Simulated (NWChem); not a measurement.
System: CCuFO; SMILES [C-](->[Cu][F])#[O+]

The following NWChem deck was run.

```
start job
memory heap 200 mb stack 900 mb global 1100 mb
geometry units angstroms noautoz
  Cu     0.000000     0.000000     0.355745
  F      0.000000     0.000000     2.096051
  O      0.000000     0.000000    -2.561455
  C      0.000000     0.000000    -1.430523
end
basis spherical
  * library def2-svp
end
dft
  xc xtpss03 ctpss03
  iterations 150
  mulliken
end
task dft energy
```

Parts of the log:

```
             Northwest Computational Chemistry Package (NWChem) 7.3.0
             --------------------------------------------------------

 ORDER OF PRIMARY AXIS IS BEING SET TO 4
 C4V symmetry detected

                             Geometry "geometry" -> ""
                             -------------------------

 Output coordinates in angstroms (scale by  1.889725989 to convert to a.u.)

  No.       Tag          Charge          X              Y              Z
 ---- ---------------- ---------- -------------- -------------- --------------
    1 Cu                  29.0000     0.00000000     0.00000000     0.35370104
    2 F                    9.0000     0.00000000     0.00000000     2.09400704
    3 O                    8.0000     0.00000000     0.00000000    -2.56349896
    4 C                    6.0000     0.00000000     0.00000000    -1.43256696

 Effective nuclear repulsion energy (a.u.)     211.7374882706

      Symmetry information
      --------------------

 Group name             C4v
 Group number             18
 Group order               8
 No. of unique centers     4

                                 NWChem DFT Module
                                 -----------------

 Summary of "ao basis" -> "ao basis" (spherical)
 ------------------------------------------------------------------------------
       Tag                 Description            Shells   Functions and Types
 ---------------- ------------------------------  ------  ---------------------
 Cu                         def2-svp                11       31   5s3p2d1f
 F                          def2-svp                 6       14   3s2p1d
 O                          def2-svp                 6       14   3s2p1d
 C                          def2-svp                 6       14   3s2p1d

      Symmetry analysis of basis
      --------------------------

        a1         29
        a2          0
        b1          6
        b2          6
        e          32

            General Information
            -------------------
          SCF calculation type: DFT
          Wavefunction type:  closed shell.
          No. of atoms     :     4
          No. of electrons :    52
           Alpha electrons :    26
            Beta electrons :    26
          Charge           :     0
          Spin multiplicity:     1
          Use of symmetry is: on ; symmetry adaption is: on
          Maximum number of iterations: 150
          AO basis - number of functions:    73
                     number of shells:    29
          Convergence on energy requested:  1.00D-06
          Convergence on density requested:  1.00D-05
          Convergence on gradient requested:  5.00D-04

              XC Information
              --------------
                  TPSS metaGGA Exchange Functional  1.000
             TPSS03 metaGGA Correlation Functional  1.000

             Grid Information
             ----------------
          Grid used for XC integration:  medium
          Radial quadrature: Mura-Knowles
          Angular quadrature: Lebedev.
          Tag              B.-S. Rad. Rad. Pts. Rad. Cut. Ang. Pts.
          ---              ---------- --------- --------- ---------
          Cu                  1.35      112           8.0       590
          F                   0.50       49          10.0       434
          O                   0.60       49          10.0       434
          C                   0.70       49           8.0       434
          Grid pruning is: on
          Number of quadrature shells:   259
          Spatial weights used:  Erf1

      Superposition of Atomic Density Guess
      -------------------------------------

 Sum of atomic energies:       -1850.29370174

      Non-variational initial energy
      ------------------------------

 Total energy =   -1850.762316
 1-e energy   =   -2996.185168
 2-e energy   =     933.685364
 HOMO         =      -0.524766
 LUMO         =      -0.026400

      Symmetry analysis of molecular orbitals - initial
      -------------------------------------------------

 !! scf_movecs_sym_adapt:   12 vectors were symmetry contaminated

  Symmetry fudging

 !! scf_movecs_sym_adapt:   12 vectors were symmetry contaminated

  Numbering of irreducible representations:

     1 a1          2 a2          3 b1          4 b2          5 e

  Orbital symmetries:

     1 a1          2 a1          3 a1          4 e           5 e
     6 a1          7 a1          8 a1          9 a1         10 a1
    11 e          12 e          13 a1         14 a1         15 a1
    16 a1         17 e          18 e          19 b1         20 b2
    21 e          22 e          23 a1         24 e          25 e
    26 a1         27 e          28 e          29 a1         30 a1
    31 e          32 e          33 a1         34 a1         35 e
    36 e

     ---------------------------------------------
      Total Density - Mulliken Population Analysis
     ---------------------------------------------

    Atom       Charge   Shell Charges
 -----------   ------   -------------------------------------------------------
    1 Cu  29    28.70   2.00  2.00  2.00  0.62 -0.01  6.00  6.01  0.16  8.34  1.58  0.00
    2 F    9     9.80   1.99  1.15  0.81  3.59  2.25  0.00
    3 O    8     8.29   1.99  1.13  0.64  2.86  1.65  0.02
    4 C    6     5.21   1.99  0.98  0.40  1.26  0.52  0.06

   convergence    iter        energy       DeltaE   RMS-Dens  Diis-err
 ---------------- ----- ----------------- --------- --------- ---------
 d= 0,ls=0.0,diis     1  -1853.0293005941 -2.06D+03  2.01D-01  2.98D+00
 d= 0,ls=0.5,diis     2  -1834.9940649221  1.80D+01  3.71D-02  1.18D+02
 d= 0,ls=0.5,diis     3  -1841.1589039462 -6.16D+00  3.09D-02  9.29D+01
 d= 0,ls=0.5,diis     4  -1843.9644400835 -2.81D+00  2.84D-02  7.79D+01
 d= 0,ls=0.5,diis     5  -1846.4827726087 -2.52D+00  3.20D-02  5.68D+01
 d= 0,ls=0.5,diis     6  -1848.8731638144 -2.39D+00  1.19D-01  3.70D+01
 d= 0,ls=0.5,diis     7  -1852.6854903995 -3.81D+00  7.98D-03  6.16D+00
 d= 0,ls=0.5,diis     8  -1853.1154731028 -4.30D-01  6.19D-03  2.14D+00
 d= 0,ls=0.5,diis     9  -1853.3140356471 -1.99D-01  4.08D-03  3.72D-01
 d= 0,ls=0.5,diis    10  -1853.3700023119 -5.60D-02  2.23D-03  5.02D-02
  Resetting Diis
 d= 0,ls=0.5,diis    11  -1853.3828413417 -1.28D-02  1.27D-03  7.75D-03
 d= 0,ls=0.5,diis    12  -1853.3860040672 -3.16D-03  9.69D-04  4.18D-03
 d= 0,ls=0.5,diis    13  -1853.3869162469 -9.12D-04  5.92D-04  6.33D-03
 d= 0,ls=0.5,diis    14  -1853.3877097779 -7.94D-04  4.96D-04  9.09D-04
 d= 0,ls=0.5,diis    15  -1853.3878885243 -1.79D-04  2.73D-04  6.99D-04
 d= 0,ls=0.5,diis    16  -1853.3879821513 -9.36D-05  1.67D-04  3.95D-04
 d= 0,ls=0.5,diis    17  -1853.3880388345 -5.67D-05  1.12D-04  2.38D-04
 d= 0,ls=0.5,diis    18  -1853.3880722707 -3.34D-05  7.85D-05  1.34D-04
 d= 0,ls=0.5,diis    19  -1853.3880916188 -1.93D-05  5.72D-05  7.55D-05
 d= 0,ls=0.5,diis    20  -1853.3881023655 -1.07D-05  4.22D-05  4.78D-05
 d= 0,ls=0.5,diis    21  -1853.3881088020 -6.44D-06  3.12D-05  2.97D-05
 d= 0,ls=0.5,diis    22  -1853.3881125027 -3.70D-06  2.36D-05  1.89D-05
 d= 0,ls=0.5,diis    23  -1853.3881147798 -2.28D-06  1.78D-05  1.17D-05
 d= 0,ls=0.5,diis    24  -1853.3881161065 -1.33D-06  1.34D-05  7.53D-06
 d= 0,ls=0.5,diis    25  -1853.3881168727 -7.66D-07  1.02D-05  5.18D-06
 d= 0,ls=0.5,diis    26  -1853.3881173714 -4.99D-07  8.06D-06  3.40D-06

         Total DFT energy =    -1853.388117696672
      One electron energy =    -2999.637718022287
           Coulomb energy =     1026.073731208561
    Exchange-Corr. energy =      -91.561619153544
 Nuclear repulsion energy =      211.737488270598

 Numeric. integr. density =       51.999996851832

                  Occupations of the irreducible representations
                  ----------------------------------------------

                     irrep           alpha         beta
                     --------     --------     --------
                     a1               14.0         14.0
                     a2                0.0          0.0
                     b1                1.0          1.0
                     b2                1.0          1.0
                     e                10.0         10.0

                       DFT Final Molecular Orbital Analysis
                       ------------------------------------

 Vector   24  Occ=2.000000D+00  E=-2.404771D-01  Symmetry=e
              MO Center=  6.8D-15, -5.2D-15,  1.3D+00, r^2= 1.8D+00
   Bfn.  Coefficient  Atom+Function         Bfn.  Coefficient  Atom+Function
  ----- ------------  ---------------      ----- ------------  ---------------
    35      0.490330  2 F  px                18     -0.409387  1 Cu d  1
    38     -0.350938  2 F  px                36     -0.231097  2 F  py
    16     -0.192948  1 Cu d -1              39      0.165400  2 F  py
    12     -0.136105  1 Cu px                23     -0.129623  1 Cu d  1
    49      0.110848  3 O  px                52      0.095318  3 O  px

 Vector   25  Occ=2.000000D+00  E=-2.404771D-01  Symmetry=e
              MO Center=  1.7D-15, -4.0D-15,  1.3D+00, r^2= 1.8D+00
   Bfn.  Coefficient  Atom+Function         Bfn.  Coefficient  Atom+Function
  ----- ------------  ---------------      ----- ------------  ---------------
    36      0.490330  2 F  py                16      0.409387  1 Cu d -1
    39     -0.350938  2 F  py                35      0.231097  2 F  px
    18     -0.192948  1 Cu d  1              38     -0.165400  2 F  px
    13     -0.136105  1 Cu py                21      0.129623  1 Cu d -1
    50      0.110848  3 O  py                53      0.095318  3 O  py

 Vector   26  Occ=2.000000D+00  E=-2.401212D-01  Symmetry=a1
              MO Center= -7.2D-15,  6.4D-15,  8.1D-01, r^2= 1.4D+00
   Bfn.  Coefficient  Atom+Function         Bfn.  Coefficient  Atom+Function
  ----- ------------  ---------------      ----- ------------  ---------------
    17      0.626581  1 Cu d  0               4     -0.541654  1 Cu s
    37     -0.332987  2 F  pz                40      0.254872  2 F  pz
     3      0.219706  1 Cu s                 22      0.211778  1 Cu d  0
    34      0.072661  2 F  s                  5      0.062638  1 Cu s
     2     -0.047612  1 Cu s                 11      0.045162  1 Cu pz

 Vector   27  Occ=0.000000D+00  E=-1.093124D-01  Symmetry=e
              MO Center=  2.4D-15,  1.7D-15, -1.2D+00, r^2= 2.2D+00
   Bfn.  Coefficient  Atom+Function         Bfn.  Coefficient  Atom+Function
  ----- ------------  ---------------      ----- ------------  ---------------
    63      0.414632  4 C  px                66      0.385360  4 C  px
    49     -0.314650  3 O  px                52     -0.308492  3 O  px
    64      0.302317  4 C  py                67      0.280974  4 C  py
    18     -0.242862  1 Cu d  1              50     -0.229418  3 O  py
    53     -0.224928  3 O  py                16      0.177076  1 Cu d -1

 Vector   28  Occ=0.000000D+00  E=-1.093124D-01  Symmetry=e
              MO Center= -4.8D-16,  3.4D-16, -1.2D+00, r^2= 2.2D+00
   Bfn.  Coefficient  Atom+Function         Bfn.  Coefficient  Atom+Function
  ----- ------------  ---------------      ----- ------------  ---------------
    64      0.414632  4 C  py                67      0.385360  4 C  py
    50     -0.314650  3 O  py                53     -0.308492  3 O  py
    63     -0.302317  4 C  px                66     -0.280974  4 C  px
    16      0.242862  1 Cu d -1              49      0.229418  3 O  px
    52      0.224928  3 O  px                18      0.177076  1 Cu d  1

 Vector   29  Occ=0.000000D+00  E=-1.058925D-02  Symmetry=a1
              MO Center= -1.5D-14,  5.4D-15,  6.2D-01, r^2= 6.1D+00
   Bfn.  Coefficient  Atom+Function         Bfn.  Coefficient  Atom+Function
  ----- ------------  ---------------      ----- ------------  ---------------
     5      1.044147  1 Cu s                 62     -0.567153  4 C  s
    17      0.319565  1 Cu d  0              61     -0.240160  4 C  s
    34     -0.219369  2 F  s                 37     -0.171982  2 F  pz
     4      0.164755  1 Cu s                  3     -0.156077  1 Cu s
    65     -0.137337  4 C  pz                48      0.133989  3 O  s

     ---------------------------------------------
      Total Density - Mulliken Population Analysis
     ---------------------------------------------

    Atom       Charge   Shell Charges
 -----------   ------   -------------------------------------------------------
    1 Cu  29    28.53   2.00  2.00  2.00  0.67 -0.05  6.00  6.01  0.41  7.71  1.79  0.00
    2 F    9     9.45   1.99  1.12  0.83  3.31  2.20  0.00
    3 O    8     8.01   1.99  1.14  0.62  2.82  1.41  0.02
    4 C    6     6.01   1.99  1.05  0.41  1.79  0.69  0.08

     -------------------------------------------
      Total Density - Lowdin Population Analysis
     -------------------------------------------

    Atom       Charge   Shell Charges
 -----------   ------   -------------------------------------------------------
    1 Cu  29    28.78   2.00  2.00  1.95  0.50  0.15  5.99  5.91  0.69  7.51  2.08  0.00
    2 F    9     9.36   1.98  1.03  0.82  3.20  2.32  0.00
    3 O    8     7.91   1.98  0.93  0.62  2.65  1.69  0.04
    4 C    6     5.95   1.97  0.74  0.47  1.64  0.96  0.16

     Multipole analysis of the density
     ---------------------------------

     L   x y z        total         alpha         beta         nuclear
     -   - - -        -----         -----         ----         -------
     0   0 0 0     -0.000000    -26.000000    -26.000000     52.000000

     1   1 0 0      0.000000      0.000000      0.000000      0.000000
     1   0 1 0      0.000000      0.000000      0.000000      0.000000
     1   0 0 1     -1.435342     -0.717671     -0.717671     -0.000000

     2   2 0 0    -19.921634     -9.960817     -9.960817      0.000000
     2   1 1 0      0.000000      0.000000      0.000000      0.000000
     2   1 0 1      0.000000      0.000000      0.000000      0.000000
     2   0 2 0    -19.921634     -9.960817     -9.960817      0.000000
     2   0 1 1     -0.000000     -0.000000     -0.000000      0.000000
     2   0 0 2    -27.237658   -206.416166   -206.416166    385.594674
```

Level: TPSS/def2-SVP. All runs use the structure optimised with PBE0/def2-SVP.
